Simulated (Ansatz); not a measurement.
ZnMe2 (C₂H₆Zn). The state is a singlet with charge 0. Geometry relaxed at r2SCAN-D4/def2-TZVP.

```xyz
9

Zn    0.000    0.000   -0.002
C    -1.370    1.266    0.513
H    -2.279    1.133   -0.081
H    -1.032    2.297    0.374
H    -1.644    1.148    1.566
C     1.370   -1.266   -0.514
H     1.065   -2.293   -0.293
H     2.305   -1.077    0.021
H     1.585   -1.209   -1.585
```

(1) Estimate the harmonic wavenumbers at RKS r2SCAN-D4/def2-TZVP (Ansatz, unscaled). Is this a minimum?

## Answers

(1) 29, 141, 141, 506, 605, 607, 607, 706, 706, 1195, 1199, 1447, 1447, 1450, 1450, 3019, 3021, 3101, 3101, 3101, 3101 cm⁻¹. Yes, no mode is imaginary beyond noise. Zero-point energy 183.5 kJ/mol. Hardware: 4 threads of Arm Neoverse V1 on a shared host. Wall time 82 s.
